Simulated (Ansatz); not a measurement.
`[F][Ge]([F])([F])[Br]` + H₂Se → `[F][Ge]([F])([F])[SeH]` + HBr at 700 K and 1 bar (ligand exchange at a Ge–Br bond).

Gas-phase electronic energies from Ansatz, PBE0-D4/def2-TZVP geometries. CCSD(T)/CBS is the MP2 limit (def2-TZVPP, def2-QZVPP) plus CCSD(T) − MP2 in def2-TZVPP, frozen cores. For Br, Ge, Se outer-core shells are correlated without core-valence functions, which leaves a few kJ/mol of doubt a bond. Scalar relativity is left out up to krypton. Each species was taken in one conformer, which may not be the lowest.

```tsv
species	CCSD(T)/CBS energy (Eh)	H − E (kJ/mol)	S (J/(mol·K))
`[F][Ge]([F])([F])[Br]`	-4948.96178	79.8	420.0
H₂Se	-2401.89790	61.1	251.1
`[F][Ge]([F])([F])[SeH]`	-4776.93734	107.0	462.1
HBr	-2573.91920	36.5	223.7
```

H − E and S are ideal-gas, rigid-rotor, harmonic terms from PBE0-D4/def2-TZVP, for one conformer and one mirror image of each species. 1 Eh = 2625.50 kJ/mol, R = 8.31446 J/(mol·K).

Task: By hand: ΔE, ΔH, ΔS and ΔG.

Result: ΔE = (-4776.93734) + (-2573.91920) − (-4948.96178) − (-2401.89790) = 0.00314 Eh = 8.2 kJ/mol. Δ(H − E) = 107.0 + 36.5 − 79.8 − 61.1 = 2.6, so ΔH = 10.8 kJ/mol. ΔS = 462.1 + 223.7 − 420.0 − 251.1 = 14.7 J/(mol·K). ΔG = 10.8 − 700 × (14.7)/1000 = 0.5 kJ/mol.

Task: By hand: the equilibrium constant, and the temperature at which ΔG would vanish if ΔH and ΔS stayed fixed.

Result: log₁₀ K = −ΔG/(RT ln 10) = 0.0. ΔG = 0 at ΔH/ΔS = 735 K, though so small a ΔS makes that figure unsure.

TΔS isn't small against ΔH here. The sign of ΔG lies within the doubt. A doubt of 5 kJ/mol in ΔE shifts log₁₀ K by 0.4 here. Other conformers and mirror images would add mixing entropy, several J/(mol·K) or more a flexible species. These are equilibria of isolated gas molecules and say nothing of rates. Largest T1 diagnostic: 0.012 (customary marks: 0.02 for closed shells, 0.045 for open ones).
